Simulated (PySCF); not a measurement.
Dipole moment and polarisability across levels of theory

i-propyl bromide, C3H7Br.
InChI=1S/C3H7Br/c1-3(2)4/h3H,1-2H3

PySCF, dipoles from the SCF density, polarisabilities from static response with core orbitals frozen. Geometry: PBE0-D3(BJ)/def2-SVP; no solvent, vibrations or thermal averaging. The LDA/def2-SVPD calculation is non-relativistic and has no spin–orbit coupling, an omission that weighs most on bromine.

Reference dipole: 2.210 D (measured, gas; NIST CCCBDB Release 22 (SRD 101), experimental dipoles). Reference dipole: 2.210 D (measured, unstated (gas or solution; conformer average); Muller, Mokrushina, Arlt, J. Chem. Eng. Data 57 (2012) 1231, supporting information). Reference polarisability: 9.600 Å³ (measured, gas; NIST CCCBDB Release 22 (SRD 101), experimental polarizabilities). Errors are taken against the first value of each kind. The anisotropy is √(½[(α1 − α2)² + (α2 − α3)² + (α3 − α1)²]).

| level | μ (D) | error (%) | α (Å³) | error (%) | anisotropy (Å³) |
| --- | --- | --- | --- | --- | --- |
| LDA/def2-SVPD | 2.283 | +3.3 | 9.55 | -0.5 | 2.72 |
| PBE/def2-SVPD | 2.239 | +1.3 | 9.45 | -1.5 | 2.72 |
| B3LYP/def2-SVPD | 2.288 | +3.5 | 9.21 | -4.1 | 2.68 |
| PBE0/def2-SVPD | 2.318 | +4.9 | 9.10 | -5.2 | 2.63 |
| BHandHLYP/def2-SVPD | 2.379 | +7.6 | 8.90 | -7.3 | 2.63 |
| CAM-B3LYP/def2-SVPD | 2.311 | +4.6 | 9.06 | -5.7 | 2.61 |
| wB97X-D/def2-SVPD | 2.354 | +6.5 | 9.05 | -5.7 | 2.59 |
| LC-wPBE/def2-SVPD | 2.312 | +4.6 | 8.81 | -8.2 | 2.51 |
| HF/def2-SVPD | 2.563 | +16.0 | 8.64 | -10.0 | 2.61 |

For the dipole, the smallest error is 1.3% (PBE/def2-SVPD) and the largest 16.0% (HF/def2-SVPD). For the polarisability, the smallest error is 0.5% (LDA/def2-SVPD) and the largest 10.0% (HF/def2-SVPD). The dipole runs from 2.24 D (PBE/def2-SVPD) to 2.56 D (HF/def2-SVPD). In one basis (def2-SVPD) the functionals order the polarisability from HF (lowest) to LDA (highest), a spread of 10%. Measured values can belong to vibrating molecules and may average over conformers; the computed ones are for one fixed geometry.
